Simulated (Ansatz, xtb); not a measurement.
A geometry optimisation of B2H8Si2 with r2SCAN-D4/def2-SVP

The starting geometry of this gas-phase singlet was built from a drawn formula by distance geometry; its bonds are those of `[SiH3][B+][BH2-][SiH3]`.

```tsv
atom	x (Å)	y (Å)	z (Å)
B	-1.4973	1.1647	-0.7924
B	-0.9323	0.0197	-2.0606
Si	-1.1756	1.6022	1.2849
Si	0.9180	-0.4759	-1.7831
H	-1.2781	0.3049	1.9067
H	0.2518	2.0418	1.3136
H	-2.0308	2.6758	1.7255
H	-1.6702	-0.9503	-2.1016
H	-1.0542	0.5019	-3.1030
H	1.4886	-1.3926	-2.8387
H	1.6152	0.7204	-1.5676
H	0.9419	-1.2573	-0.4969
```

Predict what it relaxes into with r2SCAN-D4/def2-SVP.

It rearranges to `BB([SiH3])[SiH3]`. Distances that change by over a tenth: B1–B2 (1.80 → 1.61 Å). Contacts that open: B2–Si4 (1.94 → 3.18 Å). Contacts that close: B1–Si4 (3.08 → 2.01 Å).

The energy falls by 2.15 eV over 27 steps:

```
step  E − E(last) (eV)
   1             2.148
   4             0.424
   7             0.133
  10             0.032
  13             0.013
  15             0.010
  18             0.005
  21             0.002
  24             0.000
  27             0.000
```

Final geometry (Å):

```xyz
12

B    -0.6150    0.3975   -0.9672
B    -1.7207    0.3180   -2.1367
Si   -0.9841    1.2748    0.8076
Si    1.2307   -0.3785   -1.1878
H    -1.3602    0.1345    1.7084
H     0.2324    1.9309    1.3827
H    -2.1045    2.2644    0.8153
H    -2.5349   -0.5800   -2.1857
H    -1.7852    1.1497   -3.0172
H     1.3650   -1.4276   -2.2441
H     2.0776    0.7960   -1.5837
H     1.7759   -0.9245    0.0949
```

From the same start GFN2-xTB reaches the same bonding as this run.

The end wasn't checked by frequencies. Run with Ansatz 0.2.0, 29 s on 2 threads of Intel(R) Xeon(R) 6975P-C (Granite Rapids), on a shared host.
